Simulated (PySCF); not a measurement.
## Correlation energy of Ta(64+) (tantalum, charge +64)

[He] 2s2 2p5, 2P determinant. Calculation: PySCF 2.14, in an even-tempered Gaussian basis (18 s from 42 bohr⁻², ratio 2.2; 13 p from 54 bohr⁻², ratio 2.2; 6 d from 210 bohr⁻², ratio 2.4; 5 f from 320 bohr⁻², ratio 2.4; 4 g from 480 bohr⁻², ratio 2.4); the spin-free X2C one-electron Hamiltonian (Gaussian nucleus). Frozen: nothing; 9 electrons correlated; the 12 highest virtual orbitals of each spin left out.

MP2 pair energies summed by pair of shells (mhartree):

```tsv
pair	energy	share (%)
2p-2p	-165.00	41.7
2s-2p	-96.30	24.3
1s-1s	-57.94	14.6
1s-2p	-44.33	11.2
1s-2s	-17.27	4.4
2s-2s	-14.84	3.7
```

Total MP2 correlation energy: -395.68 mhartree.

At this charge the one-electron X2C treatment keeps the bare 1/r₁₂, with no two-electron picture change or Breit term. That inflates the 1s pair energies well beyond their four-component values; and a scalar Hamiltonian misses the large spin-orbit splitting of the p shells, which matters for ns² → np² pairs.
